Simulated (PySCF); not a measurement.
sulfur hexafluoride (F6S), singlet, at a GFN2-xTB geometry.

PySCF was given this input:
```python
from pyscf import gto, scf, cc

mol = gto.M(
    atom='''
F     0.605832   -0.461654   -1.396116
S     0.000000    0.000000    0.000000
F     1.298200   -0.541243    0.742315
F    -0.690610   -1.422403    0.170662
F    -1.298200    0.541243   -0.742315
F     0.690610    1.422403   -0.170662
F    -0.605832    0.461654    1.396116
''',
    basis='sto-3g',
    charge=0,
    spin=0,
    verbose=4,
)

mf = scf.RHF(mol)
mf.kernel()

mycc = cc.CCSD(mf)
mycc.level_shift = 0.2
mycc.kernel()
et = mycc.ccsd_t()
print('E(CCSD(T)) = %.10f' % (mycc.e_tot + et))
```

What does this run give for the MP2 correlation energy, number of basis functions, SCF-reference HOMO energy, total energy, coupled-cluster correlation energy (without the perturbative part)?


MP2 correlation energy: -0.1403 Eh
number of basis functions: 39
SCF-reference HOMO energy: -11.27 eV
total energy: -981.1024 Eh
coupled-cluster correlation energy (without the perturbative part): -0.1741 Eh
